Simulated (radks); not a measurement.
Q: All-electron calculation, non-relativistic Kohn-Sham, PBE, spin-unpolarised, spherical densities, point nucleus. Program: a radial shooting solver on a logarithmic mesh with Libxc functionals. Response by self-consistent Sternheimer equations with the Hartree and adiabatic LDA kernel. For heavy and open-shell atoms this level of theory can miss by tens of per cent. Estimate the static dipole polarisabilities of La+ ([Xe] 5d2) and Co ([Ar] 3d7 4s2) and the C6 coefficients of the three pairs.

A: alpha = 44.83 and 52.82 bohr^3; C6 = 356.9 (La+-La+), 391.9 (La+-Co), 446.1 (Co-Co) hartree bohr^6.
